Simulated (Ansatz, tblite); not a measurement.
Spin states of the cluster Ge₄F₈ (the lowest singlet isomer of a short search), each relaxed with PBE-D4/def2-SVP in Ansatz. Electronic energies in the gas phase.

The xTB rows come from tblite. Correlated methods freeze 44 core orbitals; core or outer-core shells of Ge are correlated, in sets that lack core-valence functions. The structure comes from a short search, and lower isomers may exist.

Singlet geometry:

```
atom   x (Å)   y (Å)   z (Å)
 Ge1  -0.884  -1.643   1.792
 Ge2  -2.119  -0.493  -1.535
 Ge3   1.286  -0.975   0.439
 Ge4   0.492   1.384  -0.222
  F5  -2.107  -1.441   0.197
  F6   2.471  -0.527   1.676
  F7  -0.848   0.160   1.989
  F8  -1.410   1.138  -0.656
  F9   0.890   2.065  -1.788
 F10  -0.407  -1.003  -1.786
 F11   2.350  -1.480  -0.865
 F12   0.286   2.815   0.759
```

Triplet geometry:

Cartesian coordinates in Å:
```
Ge 2.0391 -0.6731 0.3007
Ge 0.3925 2.5388 0.6303
Ge -0.4456 -1.4502 1.1040
Ge -1.1147 -0.0522 -1.1441
F 1.9466 1.3446 0.5607
F 0.1333 -3.0199 0.4575
F 1.6042 -0.4853 -1.4389
F -0.2583 1.7126 -1.0597
F -2.7276 0.5837 -0.8451
F -0.5435 1.2643 1.5162
F 0.0829 -1.5121 2.8075
F -1.1090 -0.2511 -2.8891
```

Quintet geometry:

```csv
atom,x (Å),y (Å),z (Å)
Ge1,0.231,2.056,1.052
Ge2,1.056,-2.089,1.231
Ge3,1.271,1.041,-1.224
Ge4,-2.083,-0.574,-0.046
F5,0.874,-0.852,2.487
F6,0.609,2.354,-2.241
F7,-1.330,0.762,1.227
F8,-0.965,-1.891,0.689
F9,-0.944,0.035,-1.307
F10,1.489,-0.863,-0.158
F11,2.822,1.712,-0.652
F12,-3.031,-1.691,-1.058
```

⟨S²⟩: triplet 2.01 at PBE0-D4/def2-SVP (pure 2.00), quintet 6.01 at PBE0-D4/def2-SVP (pure 6.00).

Only these spin states were relaxed. The quintet has other bonds than the singlet, so the gap mixes isomer and spin.

(1) Estimate which spin state lies lowest at each of these levels, and by how much: GFN1-xTB; GFN2-xTB; HF/def2-SVP; PBE-D4/def2-SVP; PBE0-D4/def2-SVP; MP2/def2-SVP.

Results:

(1) 
| level | triplet − singlet (kcal/mol) | quintet − singlet (kcal/mol) | lowest of these |
| --- | --- | --- | --- |
| GFN1-xTB | 48.0 | 142.2 | singlet |
| GFN2-xTB | 53.2 | 164.8 | singlet |
| HF/def2-SVP | 43.5 | 95.6 | singlet |
| PBE-D4/def2-SVP | 44.2 | 117.3 | singlet |
| PBE0-D4/def2-SVP | 46.7 | 118.5 | singlet |
| MP2/def2-SVP | 53.4 | 119.9 | singlet |

The xTB methods have no term that favours high spin, so they put low spin too low.
